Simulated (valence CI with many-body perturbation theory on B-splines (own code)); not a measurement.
E1 transitions of Si VII

Computed by relativistic CI+MBPT: six valence electrons over a frozen Dirac-Fock core [He], a basis of 9 s, 9 p, 8 d, 6 f, 3 g, 1 h functions for each j, with the one-electron correlation potential Σ1 (screened to all orders), the two-electron term Σ2, the three-electron term Σ3, Breit, model QED; selected single and double excitations, second order for the rest, scaled by the run's own slope (own B-spline code, finite nucleus).

Against 15 measured levels this calculation errs by 254 cm⁻¹ on average and by 713 at most. These come from a selection out of NIST levels in Kelleher and Podobedova, J. Phys. Chem. Ref. Data 37, 1285 (2008); Martin and Zalubas, J. Phys. Chem. Ref. Data 12, 323 (1983). Levels without a partner in it may be off by more. Among the levels kept, up to 1300 cm⁻¹ of a level comes from second order outside the variational space, and about a tenth of that is noise between levels of different J, which matters for small intervals.

Lines 151 to 184 of 184 in falling wavelength, among levels below 1354800 cm⁻¹, chosen from the strongest by gf and those to the six lowest levels. Wavelengths and rates use the calculated energies, so an error of 300 cm⁻¹ moves a line at 8.413 nm by 0.025 % and its rate by three times that or more. Electric multipoles are in the length gauge, E1 and E2 with the static RPA response of the core. Weak lines are less certain than strong ones. Lines between different terms over intervals too small for the method are left out, as are lines whose strength nearly cancels. The highest levels of a list are the least certain.

```csv
λ vac (nm),λ from measured levels,Upper,Lower,A (s⁻¹),log gf,Branch %
8.490,,2s2 2p3 3s 3D°_2,2s2 2p4 1D_2,7.40e+06,-4.40,0.0
8.489,,2s2 2p3 3s 3D°_3,2s2 2p4 1D_2,1.24e+08,-3.03,0.3
8.413,8.408,2s2 2p3 3s 1D°_2,2s2 2p4 1D_2,1.07e+11,-0.25,98.7
8.234,8.230,2s2 2p3 3s 3P°_1,2s2 2p4 1D_2,1.58e+08,-3.32,0.4
8.231,8.227,2s2 2p3 3s 3P°_2,2s2 2p4 1D_2,1.97e+09,-2.00,4.5
8.203,,2s2 2p3 3s 3D°_1,2s2 2p4 3P_0,2.07e+10,-1.20,48.7
8.193,,2s2 2p3 3s 3D°_1,2s2 2p4 3P_1,1.98e+10,-1.22,46.5
8.193,,2s2 2p3 3s 3D°_2,2s2 2p4 3P_1,2.82e+10,-0.85,66.6
8.166,,2s2 2p3 3s 3D°_1,2s2 2p4 3P_2,1.74e+09,-2.28,4.1
8.166,,2s2 2p3 3s 3D°_2,2s2 2p4 3P_2,1.41e+10,-1.15,33.4
8.165,,2s2 2p3 3s 3D°_3,2s2 2p4 3P_2,4.23e+10,-0.53,99.7
8.159,8.156,2s2 2p3 3s 1P°_1,2s2 2p4 1D_2,5.35e+10,-0.80,51.6
8.121,8.118,2s2 2p3 3s 1D°_2,2s2 2p4 3P_1,1.99e+08,-3.01,0.2
8.094,8.091,2s2 2p3 3s 1D°_2,2s2 2p4 3P_2,1.18e+09,-2.24,1.1
8.008,,2s2 2p3 3d 5D°_1,2s2 2p4 1S_0,1.27e+04,-7.44,0.0
7.963,7.961,2s2 2p3 3s 3P°_1,2s2 2p4 3P_0,1.75e+10,-1.30,41.1
7.955,7.952,2s2 2p3 3s 3P°_0,2s2 2p4 3P_1,4.25e+10,-1.39,100.0
7.954,7.952,2s2 2p3 3s 3P°_1,2s2 2p4 3P_1,9.74e+09,-1.56,22.9
7.951,7.949,2s2 2p3 3s 3P°_2,2s2 2p4 3P_1,1.41e+10,-1.18,32.6
7.928,7.926,2s2 2p3 3s 3P°_1,2s2 2p4 3P_2,1.51e+10,-1.37,35.6
7.926,7.924,2s2 2p3 3s 3P°_2,2s2 2p4 3P_2,2.72e+10,-0.89,62.9
7.893,7.892,2s2 2p3 3s 1P°_1,2s2 2p4 3P_0,3.38e+07,-4.02,0.0
7.884,7.882,2s2 2p3 3s 1P°_1,2s2 2p4 3P_1,1.87e+06,-5.28,0.0
7.859,7.857,2s2 2p3 3s 1P°_1,2s2 2p4 3P_2,1.35e+07,-4.43,0.0
7.683,,2s2 2p3 3d 5D°_2,2s2 2p4 1D_2,8.30e+04,-6.43,0.0
7.683,,2s2 2p3 3d 5D°_3,2s2 2p4 1D_2,2.26e+05,-5.85,0.0
7.683,,2s2 2p3 3d 5D°_1,2s2 2p4 1D_2,1.43e+05,-6.42,0.0
7.447,,2s2 2p3 3d 5D°_1,2s2 2p4 3P_0,2.78e+07,-4.16,1.4
7.438,,2s2 2p3 3d 5D°_2,2s2 2p4 3P_1,3.01e+06,-4.90,0.2
7.438,,2s2 2p3 3d 5D°_0,2s2 2p4 3P_1,1.91e+08,-3.80,9.6
7.438,,2s2 2p3 3d 5D°_1,2s2 2p4 3P_1,5.38e+07,-3.87,2.8
7.416,,2s2 2p3 3d 5D°_2,2s2 2p4 3P_2,9.55e+07,-3.40,5.1
7.416,,2s2 2p3 3d 5D°_3,2s2 2p4 3P_2,1.27e+07,-4.13,0.7
7.416,,2s2 2p3 3d 5D°_1,2s2 2p4 3P_2,8.20e+07,-3.69,4.2
```
